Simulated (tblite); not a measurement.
C7H8S.
Numbering: `[CH3:1][S:2][c:3]1[cH:4][cH:5][cH:6][cH:7][cH:8]1` (hydrogens: H9, H10, H11 on C1; H12 on C4; H13 on C5; H14 on C6; H15 on C7; H16 on C8)

Computed with GFN2-xTB (tblite), gas phase: L-BFGS steps from a force-field or distance-geometry start until the largest atomic force falls under 0.01 eV/Å.

Step 46: E = -606.4542 eV
```
atom  x, y, z in Å  |  force x, y, z in eV/Å
C1     -2.7961   -0.7518   -0.2664    0.036   0.011  -0.009
S2     -1.8726    0.5516   -1.1446   -0.054  -0.020  -0.032
C3     -0.2422    0.3851   -0.4659    0.000  -0.008   0.007
C4      0.2920   -0.8520   -0.1352    0.005   0.014   0.059
C5      1.5484   -0.9234    0.4390    0.044  -0.009  -0.040
C6      2.2941    0.2252    0.6453   -0.024   0.011   0.010
C7      1.7853    1.4521    0.2475    0.009  -0.003  -0.010
C8      0.5167    1.5381   -0.2961    0.020  -0.024   0.000
H9     -3.8310   -0.6493   -0.5793    0.031   0.047   0.031
H10    -2.4359   -1.7398   -0.5392    0.000   0.045  -0.014
H11    -2.7026   -0.5838    0.8037   -0.019  -0.045  -0.044
H12    -0.2649   -1.7580   -0.3202    0.013   0.014   0.042
H13     1.9556   -1.8880    0.7058   -0.017   0.003   0.031
H14     3.2630    0.1614    1.1203   -0.012   0.017  -0.087
H15     2.3784    2.3483    0.3606   -0.032  -0.014   0.056
H16     0.1045    2.4933   -0.5866    0.000  -0.041  -0.001
```

Step 47: E = -606.4554 eV
```
atom  x, y, z in Å  |  force x, y, z in eV/Å
C1     -2.8012   -0.7565   -0.2730    0.018   0.017  -0.008
S2     -1.8784    0.5612   -1.1286    0.020  -0.033  -0.013
C3     -0.2430    0.3868   -0.4563   -0.029  -0.001  -0.002
C4      0.2919   -0.8499   -0.1243   -0.022   0.025   0.040
C5      1.5511   -0.9203    0.4442    0.002  -0.019  -0.043
C6      2.2981    0.2273    0.6458   -0.015   0.011  -0.007
C7      1.7914    1.4527    0.2423   -0.017   0.000  -0.016
C8      0.5203    1.5382   -0.2945   -0.010  -0.023  -0.014
H9     -3.8369   -0.6436   -0.5802    0.028   0.047   0.031
H10    -2.4482   -1.7407   -0.5669    0.019   0.042  -0.011
H11    -2.7051   -0.6092    0.7997   -0.012  -0.050  -0.040
H12    -0.2658   -1.7564   -0.3049    0.010   0.015   0.045
H13     1.9563   -1.8851    0.7102    0.002  -0.016   0.046
H14     3.2674    0.1647    1.1180    0.021   0.010  -0.076
H15     2.3876    2.3474    0.3438   -0.021   0.009   0.070
H16     0.1069    2.4924   -0.5867    0.007  -0.032  -0.003
```

Step 48: E = -606.4566 eV
```
atom  x, y, z in Å  |  force x, y, z in eV/Å
C1     -2.8037   -0.7624   -0.2798    0.011   0.018  -0.006
S2     -1.8847    0.5735   -1.1120    0.073  -0.066   0.023
C3     -0.2448    0.3904   -0.4470   -0.045   0.007  -0.007
C4      0.2888   -0.8458   -0.1118   -0.039   0.023   0.012
C5      1.5517   -0.9175    0.4487   -0.032  -0.019  -0.025
C6      2.3010    0.2290    0.6454    0.000  -0.002  -0.032
C7      1.7978    1.4533    0.2364   -0.039   0.004  -0.013
C8      0.5245    1.5393   -0.2939   -0.039  -0.019  -0.026
H9     -3.8403   -0.6412   -0.5801    0.019   0.045   0.024
H10    -2.4547   -1.7416   -0.5962    0.025   0.061  -0.006
H11    -2.7060   -0.6379    0.7959    0.003  -0.050  -0.050
H12    -0.2706   -1.7523   -0.2866    0.003   0.013   0.047
H13     1.9531   -1.8829    0.7160    0.018  -0.023   0.052
H14     3.2715    0.1664    1.1130    0.051   0.001  -0.059
H15     2.3976    2.3461    0.3288   -0.017   0.020   0.076
H16     0.1114    2.4925   -0.5882    0.008  -0.012  -0.010
```

Step 49: E = -606.4585 eV
```
atom  x, y, z in Å  |  force x, y, z in eV/Å
C1     -2.8043   -0.7648   -0.2868   -0.030   0.025  -0.012
S2     -1.8900    0.5823   -1.1005    0.149  -0.062   0.040
C3     -0.2468    0.3912   -0.4401   -0.060   0.003  -0.001
C4      0.2866   -0.8432   -0.0985   -0.050   0.008  -0.027
C5      1.5542   -0.9154    0.4512   -0.080  -0.025   0.011
C6      2.3035    0.2307    0.6451    0.032  -0.021  -0.069
C7      1.8014    1.4534    0.2326   -0.064   0.002  -0.009
C8      0.5269    1.5375   -0.2935   -0.068   0.003  -0.035
H9     -3.8419   -0.6350   -0.5771   -0.017   0.039  -0.005
H10    -2.4607   -1.7379   -0.6226    0.042   0.020  -0.018
H11    -2.7065   -0.6609    0.7894    0.038  -0.039   0.006
H12    -0.2726   -1.7507   -0.2659   -0.017   0.001   0.043
H13     1.9511   -1.8817    0.7208    0.039  -0.024   0.053
H14     3.2773    0.1707    1.1030    0.083  -0.015  -0.028
H15     2.4020    2.3447    0.3214   -0.004   0.051   0.074
H16     0.1124    2.4881   -0.5898    0.006   0.035  -0.023
```

Q: Estimate the geometry and energy of step 50. (The exact step hangs on the optimiser's Hessian estimate; all steps are aligned on step 49, rigid shifts and turns removed.)

A: E = -606.4595 eV, largest force 0.287 eV/Å
```
atom  x, y, z in Å  |  force x, y, z in eV/Å
C1     -2.8051   -0.7827   -0.3040    0.025  -0.019   0.017
S2     -1.9040    0.6176   -1.0543    0.124  -0.219   0.138
C3     -0.2547    0.4056   -0.4171   -0.017   0.034   0.012
C4      0.2711   -0.8287   -0.0650   -0.029  -0.022  -0.059
C5      1.5479   -0.9087    0.4629   -0.088   0.010   0.071
C6      2.3094    0.2328    0.6408    0.047  -0.058  -0.121
C7      1.8172    1.4553    0.2163   -0.065   0.008   0.011
C8      0.5374    1.5434   -0.2950   -0.095   0.005  -0.035
H9     -3.8455   -0.6360   -0.5763   -0.012   0.023  -0.018
H10    -2.4633   -1.7402   -0.7010   -0.006   0.207   0.053
H11    -2.7048   -0.7419    0.7811    0.072  -0.031  -0.166
H12    -0.2947   -1.7350   -0.2130   -0.040   0.001   0.042
H13     1.9341   -1.8782    0.7391    0.051   0.007   0.047
H14     3.2894    0.1711    1.0845    0.087  -0.040  -0.015
H15     2.4302    2.3419    0.2876   -0.050   0.008   0.063
H16     0.1281    2.4928   -0.5979   -0.004   0.088  -0.041
```

The energy changes by -0.0010 eV. The first-order estimate −F·Δx gives -0.0038 eV and the mean of the old and new forces, exact on a quadratic surface, -0.0004 eV. The step makes an angle of 86° with the force vector and moves no atom by more than 0.081 Å.

What follows is the cost of the whole relaxation. On one thread of an Intel Xeon at 2.50 GHz, no GPU, shared host, this took 1.8 s wall.
